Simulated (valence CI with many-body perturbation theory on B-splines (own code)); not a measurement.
## E1 transitions of Tl L

Calculated by valence CI with perturbative core correlation (CI+MBPT): four valence electrons over a frozen Dirac-Fock core [Ar] 3d10, radial functions for each j: 11 s, 11 p, 10 d, 8 f, 5 g, 2 h, with the one-electron correlation potential Σ1 (screened to all orders), the two-electron term Σ2, the three-electron term Σ3, Breit, model QED; selected single and double excitations, second order for the rest, scaled by the run's own slope (own B-spline code, finite nucleus).

The last digits are not significant, and no measured levels were compared; by estimate large intervals hold to a few tenths of a per cent, small ones and those within an open d or f shell to about a per cent. Among the levels kept, up to 400 cm⁻¹ of a level comes from second order outside the variational space, and about a tenth of that is noise between levels of different J, which matters for small intervals.

Lines 201 to 250 of 549 in falling wavelength, among levels below 64.262 Ry, chosen from the strongest by gf and those to the six lowest levels. Wavelengths and rates use the calculated energies. Electric multipoles are in the length gauge, E1 and E2 with the static RPA response of the core. Weak lines are less certain than strong ones. Lines between different terms over intervals too small for the method are left out, as are lines whose strength nearly cancels. Where a level lies close to another of its J and parity, the split of strength between their lines is uncertain. The highest levels of a list are the least certain.

Levels are named by their leading jj configuration (3d3/2^4 stands for four electrons in 3d with j = 3/2), which in mixed levels can hold well under half, so a name can repeat and another be missing. Letters in brackets count levels of one name in rising energy.

| λ vac (Å) | Upper | Lower | A (s⁻¹) | S (a.u.) |
| --- | --- | --- | --- | --- |
| 54.99 | (4s^2 4p3/2 4f5/2) J=3 | (4s^2 4p3/2 4d3/2) J=2 | 3.01e+11 | 1.73e-01 |
| 54.98 | (4s 4p1/2 4p3/2 4f7/2) J=3 [d] | (4s 4p1/2 4p3/2 4d5/2) J=2 [a] | 6.51e+10 | 3.74e-02 |
| 54.77 | (4s 4p1/2 4p3/2 4f7/2) J=4 [e] | (4s 4p1/2 4p3/2 4d5/2) J=3 [a] | 1.80e+11 | 1.32e-01 |
| 54.75 | (4s 4p1/2 4d5/2^2) J=3 [b] | (4s 4p1/2 4p3/2 4d3/2) J=2 [d] | 1.51e+11 | 8.55e-02 |
| 54.67 | (4s 4p1/2 4d5/2^2) J=2 [a] | (4s 4p1/2 4p3/2 4d5/2) J=2 [a] | 2.52e+11 | 1.02e-01 |
| 54.58 | (4s 4p1/2 4p3/2 4d5/2) J=2 [d] | (4s 4p1/2 4p3/2^2) J=1 [a] | 2.35e+11 | 9.43e-02 |
| 54.55 | (4s^2 4p3/2 4f5/2) J=2 | (4s^2 4p3/2 4d3/2) J=1 | 2.00e+11 | 8.00e-02 |
| 54.54 | (4s 4p1/2 4p3/2 4d3/2) J=4 | (4s^2 4p1/2 4d5/2) J=3 | 5.20e+10 | 3.75e-02 |
| 54.50 | (4s^2 4p3/2 4f7/2) J=4 | (4s^2 4p3/2 4d3/2) J=3 | 1.02e+11 | 7.31e-02 |
| 54.44 | (4s 4p1/2 4d3/2 4d5/2) J=1 [c] | (4s 4p1/2 4p3/2 4d3/2) J=2 [c] | 1.23e+11 | 2.94e-02 |
| 54.40 | (4s 4p1/2 4p3/2 4f5/2) J=3 [b] | (4s 4p1/2 4p3/2 4d3/2) J=2 [c] | 1.97e+11 | 1.10e-01 |
| 54.37 | (4s 4p1/2 4d5/2^2) J=2 [b] | (4s 4p1/2 4p3/2 4d5/2) J=2 [b] | 1.17e+11 | 4.65e-02 |
| 54.29 | (4s 4p1/2 4p3/2 4d5/2) J=3 [b] | (4s 4p1/2 4p3/2^2) J=2 [a] | 3.11e+11 | 1.72e-01 |
| 54.24 | (4s 4p1/2 4p3/2 4d5/2) J=4 [c] | (4s 4p1/2 4p3/2^2) J=3 | 5.15e+11 | 3.65e-01 |
| 54.22 | (4s 4p1/2^2 4d5/2) J=2 | (4s 4p1/2^2 4p3/2) J=2 | 7.95e+10 | 3.13e-02 |
| 54.09 | (4s 4p3/2^2 4d5/2) J=2 [c] | (4s 4p3/2^3) J=1 | 1.30e+12 | 5.08e-01 |
| 54.08 | (4s 4p1/2 4p3/2 4f5/2) J=3 [b] | (4s 4p1/2 4p3/2 4d3/2) J=3 [b] | 6.42e+10 | 3.51e-02 |
| 54.03 | (4s 4p1/2 4d3/2 4d5/2) J=3 [b] | (4s 4p1/2 4p3/2 4d3/2) J=3 [a] | 6.37e+10 | 3.47e-02 |
| 54.02 | (4s^2 4p3/2 4d5/2) J=3 | (4s^2 4p3/2^2) J=2 | 1.03e+12 | 5.62e-01 |
| 53.99 | (4s 4p3/2^2 4d5/2) J=2 [b] | (4s 4p3/2^3) J=2 | 6.74e+11 | 2.62e-01 |
| 53.96 | (4s 4p1/2 4p3/2 4f5/2) J=2 [b] | (4s 4p1/2 4p3/2 4d3/2) J=2 [c] | 1.31e+11 | 5.08e-02 |
| 53.95 | (4s 4p1/2 4p3/2 4f5/2) J=4 [b] | (4s 4p1/2 4p3/2 4d3/2) J=3 [b] | 3.84e+11 | 2.67e-01 |
| 53.84 | (4s 4p1/2 4p3/2 4f5/2) J=2 [b] | (4s 4p1/2 4p3/2 4d3/2) J=1 [b] | 1.19e+11 | 4.60e-02 |
| 53.81 | (4s 4p1/2 4p3/2 4f7/2) J=3 [b] | (4s 4p1/2 4p3/2 4d3/2) J=2 [b] | 6.04e+10 | 3.25e-02 |
| 53.79 | (4s 4p1/2 4d3/2 4d5/2) J=2 [b] | (4s 4p1/2 4p3/2 4d3/2) J=3 [a] | 1.07e+11 | 4.10e-02 |
| 53.66 | (4s 4p1/2 4p3/2 4f5/2) J=0 | (4s 4p1/2 4p3/2 4d3/2) J=1 [b] | 3.79e+11 | 2.89e-02 |
| 53.62 | (4s 4p3/2^2 4d3/2) J=4 | (4s^2 4p3/2 4d5/2) J=3 | 1.85e+11 | 1.27e-01 |
| 53.59 | (4s 4p1/2 4p3/2 4f7/2) J=2 [a] | (4s 4p1/2 4p3/2 4d3/2) J=2 [c] | 1.05e+11 | 4.01e-02 |
| 53.46 | (4s 4p1/2 4p3/2 4f5/2) J=1 [b] | (4s 4p1/2 4p3/2 4d3/2) J=1 [b] | 1.59e+11 | 3.59e-02 |
| 53.42 | (4s^2 4d5/2^2) J=2 | (4s^2 4p3/2 4d5/2) J=2 | 3.06e+11 | 1.15e-01 |
| 53.28 | (4s^2 4p3/2 4d5/2) J=1 | (4s^2 4p3/2^2) J=2 | 1.28e+11 | 2.86e-02 |
| 53.22 | (4s 4p3/2^2 4d5/2) J=3 [c] | (4s 4p3/2^3) J=2 | 1.20e+12 | 6.27e-01 |
| 53.20 | (4s 4p1/2 4p3/2 4f5/2) J=3 [b] | (4s 4p1/2 4p3/2 4d3/2) J=2 [b] | 5.85e+10 | 3.05e-02 |
| 53.18 | (4s 4p1/2 4p3/2 4f7/2) J=4 [b] | (4s 4p1/2 4p3/2 4d3/2) J=3 [b] | 2.26e+11 | 1.51e-01 |
| 53.03 | (4s 4p1/2 4p3/2 4f7/2) J=5 [a] | (4s 4p1/2 4p3/2 4d3/2) J=4 | 6.36e+10 | 5.15e-02 |
| 53.00 | (4s 4p1/2 4p3/2 4f5/2) J=4 [c] | (4s 4p1/2 4p3/2 4d3/2) J=3 [c] | 4.23e+11 | 2.80e-01 |
| 52.80 | (4s 4p1/2 4p3/2 4f7/2) J=3 [e] | (4s 4p1/2 4p3/2 4d5/2) J=3 [a] | 6.50e+10 | 3.30e-02 |
| 52.80 | (4s 4p1/2 4d3/2 4d5/2) J=2 [b] | (4s 4p1/2 4p3/2 4d3/2) J=1 [a] | 8.50e+10 | 3.09e-02 |
| 52.76 | (4s 4p1/2^2 4f5/2) J=3 | (4s 4p1/2^2 4d3/2) J=2 | 2.35e+11 | 1.19e-01 |
| 52.68 | (4s^2 4d5/2^2) J=4 [a] | (4s^2 4p3/2 4d3/2) J=3 | 4.13e+11 | 2.68e-01 |
| 52.65 | (4s 4p1/2 4d5/2^2) J=2 [b] | (4s 4p1/2 4p3/2 4d5/2) J=3 [a] | 8.23e+10 | 2.96e-02 |
| 52.60 | (4s 4p1/2 4d3/2 4d5/2) J=4 [c] | (4s 4p1/2 4p3/2 4d3/2) J=3 [a] | 8.57e+10 | 5.54e-02 |
| 52.53 | (4s^2 4p1/2 4f5/2) J=3 | (4s^2 4p1/2 4d3/2) J=2 | 1.89e+11 | 9.46e-02 |
| 52.50 | (4s 4p1/2 4p3/2 4f5/2) J=2 [d] | (4s 4p1/2 4p3/2 4d3/2) J=1 [c] | 9.87e+10 | 3.52e-02 |
| 52.32 | (4s 4p1/2 4p3/2 4d5/2) J=3 [c] | (4s 4p1/2 4p3/2^2) J=2 [a] | 4.93e+11 | 2.44e-01 |
| 52.26 | (4s^2 4d5/2^2) J=4 [b] | (4s^2 4p3/2 4d5/2) J=4 | 4.67e+10 | 2.96e-02 |
| 52.26 | (4s 4p3/2^2 4d5/2) J=1 [b] | (4s 4p3/2^3) J=2 | 1.52e+11 | 3.21e-02 |
| 52.21 | (4s 4p1/2 4d5/2^2) J=5 [b] | (4s 4p1/2 4p3/2 4d5/2) J=5 | 1.11e+11 | 8.56e-02 |
| 52.17 | (4s 4p1/2 4p3/2 4f5/2) J=3 [a] | (4s 4p1/2 4p3/2 4d3/2) J=2 [a] | 3.53e+11 | 1.73e-01 |
| 52.16 | (4s 4p1/2 4p3/2 4f5/2) J=3 [c] | (4s 4p1/2 4p3/2 4d3/2) J=2 [b] | 2.43e+11 | 1.19e-01 |
